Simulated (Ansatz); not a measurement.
Basis-set extrapolation for F₂H₄OSSi₂ (`O[SiH2]S[SiH](F)F`) (PBE0-D4/def2-TZVP geometry, frozen core, the Gaussian-basis code of Ansatz). Multiplicity 1, RHF reference.

```csv
,def2-TZVPP,def2-QZVPP
HF,-1251.884797,-1251.928291
MP2 correlation,-1.149947,-1.254613
CCSD(T) correlation,-1.228322,not run
```

Energies in hartree. Use E(X) = E(∞) + A·exp(−7.88·√X) for Hartree–Fock and E(X) = E(∞) + B·X^(−2.97) for correlation, with X = 3 and 4, and add CCSD(T) minus MP2 of the smaller set to the MP2 limit.

Task: What is the CCSD(T) energy at the basis-set limit?

Result: HF limit: -1251.928291 + (-0.043494) × 0.13774 = -1251.93428. MP2 limit: -1.254613 + (-0.104666) × 0.74074 = -1.33214. Higher-order term: -1.228322 − (-1.149947) = -0.07837. Total: -1253.34479 hartree, 608.3 kJ/mol below CCSD(T)/def2-TZVPP.
